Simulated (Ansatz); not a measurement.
BH3InN. Charge 0, multiplicity 1. In: def2 effective core potential. The bonds changed during the relaxation, so this is another structure than the one it started from.

```xyz
6

B    -0.141    0.496   -0.455
N    -0.266   -0.370    0.612
In    1.550   -1.506    0.558
H    -0.945    1.322   -0.795
H    -1.094   -0.345    1.191
H     0.895    0.403   -1.111
```

Question: What are the harmonic wavenumbers in cm⁻¹ at PBE0-D4/def2-TZVP (Ansatz, finite differences of forces, unscaled)? (An estimate is asked.)

Answer: Ansatz gave: 158, 289, 437, 850, 860, 988, 1140, 1182, 1396, 2364, 2580, 3603.

Question: Is this a minimum?

Answer: Yes, all 12 modes are real.

Question: Give the ideal-gas thermochemistry at 298.15 K and 1 bar (rigid rotor, harmonic oscillator; point group Cs, symmetry number 1).

Answer: Zero-point energy 94.8 kJ/mol; H(298) − E = 108.8 kJ/mol; entropy 294.2 J/(mol·K), of which translation 170.7, rotation 100.8, vibration 22.7; G(298) − E = 21.0 kJ/mol.

Question: And at 400, 500, 600, 800 and 1000 K?

Answer: 
```tsv
T (K)	H − E (kJ/mol)	S (J/mol/K)	G − E (kJ/mol)
400	115.7	314.2	-10.0
500	123.5	331.4	-42.3
600	132.0	346.9	-76.2
800	150.8	373.9	-148.4
1000	171.4	396.8	-225.5
```

Question: Rotational constants (cm⁻¹)?

Answer: 1.191, 0.1241, 0.1124.
